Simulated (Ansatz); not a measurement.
**Worked example: CH2Br2 + C2H3Cl → CH2BrCl + C2H3Br**

Species: CH2Br2 (dibromomethane) `BrCBr`, singlet; C2H3Cl `C=CCl`, singlet; CH2BrCl (bromochloromethane) `ClCBr`, singlet; C2H3Br (vinyl bromide) `C=CBr`, singlet. The partners trade Br for Cl; both sit on C, so the bond types are kept.

Shapes, held fixed at every level: PBE0-D4/def2-TZVP. Programs: Ansatz 0.2.0. The zero-point and thermal change to 298 K, harmonic and unscaled (PBE0-D4/def2-TZVP), is 0.0 kJ/mol.

At CCSD(T)/def2-TZVPP; 1 Eh = 2625.50 kJ/mol:

```
species   energy (Eh)
 CH2Br2  -5184.644088
 C2H3Cl   -537.569288
CH2BrCl  -3071.663206
 C2H3Br  -2650.549247
```

Question: Work out ΔH(298 K) of the reaction at this level.

Answer: 
1. Products less reactants: (-3071.663206) + (-2650.549247) − [(-5184.644088) + (-537.569288)] = 0.000923 Eh = +2.4 kJ/mol.
2. With the thermal change: +2.4 + (0.0) = +2.4 kJ/mol.

Other levels give +2.3 (CCSD/def2-TZVPP) to +3.5 kJ/mol (CCSD(T)/def2-SVP). No measured value is set beside it here. Relativity is left out for Br. Outer-core shells of Br are correlated, in sets that cover them unevenly. That is about zero within the method's error.
